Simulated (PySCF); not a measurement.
A GIAO shielding run with PySCF (density fitting, non-relativistic, gas phase) on SMILES CC[C@]1(S[SiH3])CO[SiH2]O1, C$_{4}$H$_{12}$O$_{2}$SSi$_{2}$:

```
$ OMP_NUM_THREADS=1 python probes_run.py task.json out

{"job": {"kind": "nmr", "xc": "PBE0", "basis": "pcSseg-1"}, "charge": 0, "multiplicity": 1}
C     -2.211311    -1.192160    -0.582049
C     -0.827620    -0.718796    -1.003563
C     -0.149740     0.177588     0.031146
S      0.078283    -0.747446     1.604615
Si     2.032829    -1.518064     1.160941
C     -0.938638     1.477701     0.307071
O     -0.053938     2.558204     0.283077
Si     1.434863     2.143726    -0.235365
O      1.117071     0.538625    -0.424408
H     -2.154589    -1.702882     0.375955
H     -2.605667    -1.881924    -1.323732
H     -2.900686    -0.357442    -0.483495
H     -0.180873    -1.582872    -1.171224
H     -0.881329    -0.156570    -1.940446
H      2.166439    -2.539781     2.189387
H      3.032250    -0.470429     1.305001
H      2.011589    -2.104420    -0.171502
H     -1.696901     1.633158    -0.467479
H     -1.424682     1.435630     1.284532
H      1.741057     2.649587    -1.561306
H      2.402672     2.375510     0.822372
```

Hardware: 1 thread of an Intel Xeon, shared host. The job also computes population analyses, field gradients, ring-centre shieldings.

**Question.** How large is the calculation?

**Answer.** 96 electrons, 234 basis functions and 1285 auxiliary functions.

**Question.** How long does it take, and how much memory does it need?

**Answer.** 2.5 min of wall time, with 13 SCF cycles and 5 response iterations; peak memory 0.98 GiB. Times on a shared host scatter by some tens of per cent.
